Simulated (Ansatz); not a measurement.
`BCB(C)O` + `[OH][GeH3]` → `B[O][GeH3]` + `CB(C)O` at 600 K and 1 bar (ligand exchange at a B–C bond).

Program: Ansatz. Geometries: PBE0-D4/def2-TZVP. ΔE: electronic, gas phase. CCSD(T)/CBS adds triple-zeta CCSD(T) − MP2 to the extrapolated MP2 energy (def2 sets, frozen cores). For Ge outer-core shells are correlated without core-valence functions, which leaves a few kJ/mol of doubt a bond. Scalar relativity is left out up to krypton. Each species was taken in one conformer, which may not be the lowest.

| species | CCSD(T)/CBS energy (Eh) | H − E (kJ/mol) | S (J/(mol·K)) |
| --- | --- | --- | --- |
| `BCB(C)O` | -205.74139 | 339.5 | 453.5 |
| `[OH][GeH3]` | -2153.69723 | 132.5 | 324.6 |
| `B[O][GeH3]` | -2179.12438 | 175.0 | 373.9 |
| `CB(C)O` | -180.36349 | 297.2 | 399.6 |

H − E and S are ideal-gas, rigid-rotor, harmonic terms from PBE0-D4/def2-TZVP, for one conformer and one mirror image of each species. 1 Eh = 2625.50 kJ/mol, R = 8.31446 J/(mol·K).

Task: By hand: ΔE, ΔH, ΔS and ΔG.

Result: ΔE = (-2179.12438) + (-180.36349) − (-205.74139) − (-2153.69723) = -0.04925 Eh = -129.3 kJ/mol. Δ(H − E) = 175.0 + 297.2 − 339.5 − 132.5 = 0.2, so ΔH = -129.1 kJ/mol. ΔS = 373.9 + 399.6 − 453.5 − 324.6 = -4.6 J/(mol·K). ΔG = -129.1 − 600 × (-4.6)/1000 = -126.3 kJ/mol.

Task: By hand: the equilibrium constant, and the temperature at which ΔG would vanish if ΔH and ΔS stayed fixed.

Result: log₁₀ K = −ΔG/(RT ln 10) = 11.0. ΔG = 0 at ΔH/ΔS = 28065 K, far beyond where these terms or the molecules hold.

The number of gas molecules stays the same, so ΔS is small and ΔH decides. A doubt of 5 kJ/mol in ΔE shifts log₁₀ K by 0.4 here. Other conformers and mirror images would add mixing entropy, several J/(mol·K) or more a flexible species. Modes under 60 cm⁻¹, often nearly free rotors, make the harmonic entropy too high. These are equilibria of isolated gas molecules and say nothing of rates. Largest T1 diagnostic: 0.013 (customary marks: 0.02 for closed shells, 0.045 for open ones).
